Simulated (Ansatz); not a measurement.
Counterpoise correction, worked out

The pair of GeH4 (SMILES [GeH4], atoms 1–5) and PH3 (SMILES P, atoms 6–9), both closed shells, in one local arrangement (a lower one may exist), relaxed at PBE0-D4/def2-TZVP:

```
atom    x (Å)    y (Å)    z (Å)
 Ge1   0.0258  -0.0759  -1.9122
  H2   0.4386  -0.2614  -3.3809
  H3  -0.0930   1.4211  -1.6022
  H4   1.0993  -0.7027  -1.0102
  H5  -1.3195  -0.7691  -1.6683
  P6  -0.3569   0.1805   1.9192
  H7   0.1538  -1.0905   2.2904
  H8  -0.8320   0.4649   3.2265
  H9   0.8842   0.8333   2.1376
```

Computed with Ansatz 0.2.0 (basis: def2-TZVPPD); correlated methods freeze the cores. Filled d shells of the heavier atoms are correlated. The def2 sets are not built for correlating such inner shells, so the correlated values are less sure here.

CCSD(T) total energies in eV:

| system | geometry | basis functions | energy |
| --- | --- | --- | --- |
| pair | pair | all | -65870.10294 |
| GeH4 | as in the pair | all (partner as ghosts) | -56544.97574 |
| PH3 | as in the pair | all (partner as ghosts) | -9325.09263 |
| GeH4 | as in the pair | its own | -56544.96200 |
| PH3 | as in the pair | its own | -9325.08670 |
| GeH4 | free (PBE0-D4 minimum) | its own | -56544.96249 |
| PH3 | free (PBE0-D4 minimum) | its own | -9325.08635 |

Q: Work out the interaction energy with and without the counterpoise correction, the superposition error, and the binding energy from the relaxed fragments.

A: Without correction: -65870.10294 − (-56544.96200) − (-9325.08670) = -0.05424 eV.
With correction (each fragment in the whole basis): -65870.10294 − (-56544.97574) − (-9325.09263) = -0.03457 eV = -0.80 kcal/mol.
The superposition error is the difference, 0.01967 eV, 36 % of the uncorrected value: each fragment borrows its partner's functions.
Deformation from the free shapes: 0.00049 eV for GeH4 and -0.00035 eV for PH3 (a small negative value is possible, since the free shapes are minima of another method).
Binding energy from relaxed fragments: -0.03457 + 0.00049 + (-0.00035) = -0.03443 eV = -0.79 kcal/mol (electronic, without zero-point energy; negative means bound). For comparison, the corrected interaction energy by CCSD(T) at an estimated basis limit (MP2 extrapolated from triple and quadruple zeta, plus CCSD(T) − MP2 in triple zeta) is -0.047 eV; triple zeta with the correction binds less.

T1 diagnostic: at most 0.014.

For scale, one of the runs: CCSD(T)/def2-TZVPPD, 221 basis functions, launched by `ansatz run in.yaml --threads 4 --pin off --events-out ev --progress --plain --max-ram 9574MiB`. The run took 59 s on 4 CPU threads of an Arm Neoverse V1 (shared host), with 3.2 GiB of host memory at its peak.
